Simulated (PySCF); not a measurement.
These compounds are isomers of formula C7H10O2Si.

A. SMILES C=C(C)/C=C(\C=O)[SiH2]C=O
B. `CC#CC(=C=O)C[SiH2]OC`
C. `OCc1ccc([SiH2]O)cc1`

Spectrum 1. ¹H NMR (300 MHz, computed): δ 7.97 (d, 2H), 7.75 (d, 2H), 5.41 (s, 2H), 4.82 (s, 2H), 1.16 (br s, 1H), 0.28 (br s, 1H). ¹³C{¹H} NMR (computed): δ 150.0 (C), 142.1 (C), 141.1 (CH), 134.3 (CH), 72.2 (CH2).

Spectrum 2. ¹H NMR (300 MHz, computed): δ 12.24 (t, 1H), 10.03 (s, 1H), 7.72 (s, 1H), 5.81 (br s, 1H), 5.42 (br s, 1H), 4.30 (d, 2H), 2.07 (s, 3H). ¹³C{¹H} NMR (computed): δ 236.4 (CH), 198.8 (CH), 167.0 (CH), 151.5 (C), 148.2 (C), 133.8 (CH2), 25.0 (CH3).

Spectrum 3. ¹H NMR (300 MHz, computed): δ 4.88 (t, 2H), 3.80 (s, 3H), 2.19 (s, 3H), 1.55 (t, 2H). ¹³C{¹H} NMR (computed): δ 219.2 (C), 105.8 (C), 72.3 (C), 54.3 (CH3), 18.8 (C), 11.8 (CH2), 6.3 (CH3).

Theoretical values (PySCF 2.14): structure optimised with GFN2-xTB, GIAO PBE0/pcSseg-1 shieldings. One computed conformer, rapidly exchanging positions averaged, in vacuum, relativity neglected.

Chemical shifts δ = σref − σ; ¹H and ¹³C against TMS, all at this level. Where no couplings were computed, multiplicities follow the n + 1 count of equivalent neighbours, and m marks all less simple cases (inequivalent or close neighbours, rings, F or P nearby). Shifts are as computed. Against solution values, carbons near 30 ppm lie about +3 ppm off and those near 130 ppm about +5 ppm. Of 1309 compounds with measured shifts, 239 miss one by over three times the rms of a fit or turn the order of signals round; such compounds aren't used in these exercises. OH and NH positions are gas-phase values without hydrogen bonding to other molecules.

Question: Match each spectrum to its structure.

Answer: 1–C, 2–A, 3–B.

- Spectrum 1 (C): 5 ¹³C signals; δC 134.3 is an aromatic CH; δC 72.2 is an sp3 CH2 bonded to O, on an aromatic ring.
- Spectrum 2 (A): 7 ¹³C signals; δC 198.8 is an aldehyde carbonyl carbon; δC 167.0 is a β carbon of a C=C–C=O unit.
- Spectrum 3 (B): 7 ¹³C signals; δC 72.3 is an alkyne carbon; δC 54.3 is a methyl carbon bonded to O.
